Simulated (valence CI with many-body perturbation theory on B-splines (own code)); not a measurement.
Results of a calculation; reference values are marked as such.
## Ladder of approximations for Pm28+

Level of theory: valence CI with perturbative core correlation (CI+MBPT): five valence electrons over a frozen Dirac-Fock core [Ar] 3d10, radial functions for each j: 9 s, 9 p, 8 d, 6 f, 3 g, 1 h, with the one-electron correlation potential Σ1 (screened to all orders), the two-electron term Σ2, the three-electron term Σ3, Breit, model QED; selected single and double excitations, second order for the rest (own B-spline code, finite nucleus).

The last digits are not significant, and no measured levels were compared; by estimate large intervals hold to a few tenths of a per cent, small ones and those within an open d or f shell to about a per cent. Among the levels kept, up to 270 cm⁻¹ of a level comes from second order outside the variational space, and about a tenth of that is noise between levels of different J, which matters for small intervals.

Each rung adds one term. CI alone is the Dirac-Coulomb CI over the frozen core; QED comes last and gives the full result, which names the levels. Energies are above (4s^2 4p1/2^2 4p3/2) J=3/2 on the same rung, in cm⁻¹.

Levels are named by their leading jj configuration (3d3/2^4 stands for four electrons in 3d with j = 3/2), which in mixed levels can hold well under half, so a name can repeat and another be missing. Letters in brackets count levels of one name in rising energy.

| Level | CI alone | Σ1 | Σ2 | Σ3 | Breit | QED | Full |
| --- | --- | --- | --- | --- | --- | --- | --- |
| (4s^2 4p1/2 4p3/2^2) J=3/2 | 232263 | +1196 | +1182 | +130 | -3173 | +411 | 232009 |
| (4s^2 4p1/2 4p3/2^2) J=5/2 | 265333 | +1222 | +715 | +25 | -3431 | +407 | 264271 |
| (4s^2 4p1/2 4p3/2^2) J=1/2 | 306865 | +1241 | -7 | -138 | -3168 | +390 | 305183 |
| (4s^2 4p3/2^3) J=3/2 | 543817 | +2450 | +1318 | -19 | -6507 | +790 | 541849 |
| (4s 4p1/2^2 4p3/2^2) J=5/2 | 758312 | +782 | +2038 | +416 | -566 | -3570 | 757412 |
| (4s 4p1/2^2 4p3/2^2) J=3/2 | 831598 | +253 | +134 | +364 | -1031 | -2532 | 828786 |
| (4s 4p1/2^2 4p3/2^2) J=1/2 | 854533 | +932 | -252 | +167 | -594 | -3615 | 851171 |
| (4s^2 4p1/2^2 4d3/2) J=3/2 | 912103 | -156 | -1962 | +175 | -1588 | -1611 | 906960 |
| (4s^2 4p1/2^2 4d5/2) J=5/2 | 976850 | -322 | -2509 | +228 | -3313 | -501 | 970433 |
| (4s 4p1/2 4p3/2^3) J=3/2 [a] | 1018060 | +1770 | +2280 | +427 | -3616 | -2931 | 1016000 |
| (4s 4p1/2 4p3/2^3) J=5/2 | 1058010 | +1742 | +1833 | +386 | -4148 | -2687 | 1055130 |
| (4s^2 4p1/2 4p3/2 4d3/2) J=1/2 [a] | 1088980 | +983 | +361 | +423 | -4331 | -1460 | 1084950 |
| (4s^2 4p1/2 4p3/2 4d3/2) J=3/2 | 1089060 | +823 | +795 | +468 | -4681 | -1123 | 1085340 |
| (4s^2 4p1/2 4p3/2 4d3/2) J=5/2 [a] | 1114080 | +410 | +459 | +433 | -5202 | -305 | 1109870 |
| (4s^2 4p1/2 4p3/2 4d3/2) J=7/2 | 1138980 | +367 | +301 | +357 | -5535 | -192 | 1134270 |
| (4s^2 4p1/2 4p3/2 4d3/2) J=1/2 [b] | 1151200 | +1218 | -1924 | +252 | -4492 | -1605 | 1144650 |
| (4s^2 4p1/2 4p3/2 4d5/2) J=7/2 [a] | 1165130 | +737 | +310 | +478 | -6466 | -58 | 1160130 |
| (4s 4p1/2 4p3/2^3) J=3/2 [b] | 1176790 | +1309 | -3600 | +184 | -4595 | -1764 | 1168330 |
| (4s^2 4p1/2 4p3/2 4d5/2) J=9/2 | 1199630 | +786 | +16 | +333 | -6875 | -52 | 1193840 |
| (4s^2 4p1/2 4p3/2 4d5/2) J=5/2 [a] | 1215740 | +727 | -3795 | +199 | -5987 | -219 | 1206660 |
| (4s^2 4p1/2 4p3/2 4d5/2) J=3/2 [a] | 1225890 | +724 | -5870 | +77 | -5284 | -604 | 1214940 |
| (4s^2 4p1/2 4p3/2 4d3/2) J=5/2 [b] | 1254550 | +724 | -5619 | +30 | -5798 | -392 | 1243490 |
| (4s^2 4p1/2 4p3/2 4d3/2) J=1/2 [c] | 1256920 | +543 | -7020 | -48 | -5013 | -437 | 1244950 |
| (4s^2 4p1/2 4p3/2 4d5/2) J=3/2 [b] | 1266990 | +888 | -7325 | -15 | -5452 | -716 | 1254370 |
| (4s^2 4p1/2 4p3/2 4d5/2) J=7/2 [b] | 1272030 | +852 | -2596 | +107 | -6811 | -44 | 1263540 |
| (4s^2 4p1/2 4p3/2 4d5/2) J=3/2 [c] | 1306530 | +859 | -3541 | -187 | -6285 | -185 | 1297190 |
| (4s^2 4p1/2 4p3/2 4d5/2) J=5/2 [b] | 1311280 | +708 | -8248 | -212 | -5990 | -173 | 1297370 |
| (4s^2 4p1/2 4p3/2 4d5/2) J=1/2 | 1330380 | +1355 | -5346 | -182 | -6232 | -634 | 1319340 |
| (4s 4p3/2^4) J=1/2 | 1376780 | +2386 | -2292 | +146 | -7050 | -1830 | 1368140 |
| (4s^2 4p3/2^2 4d5/2) J=7/2 | 1440440 | +1970 | +936 | +453 | -9873 | +334 | 1434260 |
| (4s^2 4p3/2^2 4d5/2) J=9/2 | 1452370 | +1966 | +874 | +359 | -9895 | +327 | 1446010 |

The middle columns are the shifts that each term adds.

(1) How does the ionisation energy move along the ladder, and which term matters most?

Answers

(1) CI alone 1040.5, + Σ1 1041.9, + Σ2 1042.0, + Σ3 1041.7, + Breit 1041.2, + QED 1041.1 eV. The largest step is Σ1, 1.4 eV. NIST lists 1040 ± 4 eV (theoretical).
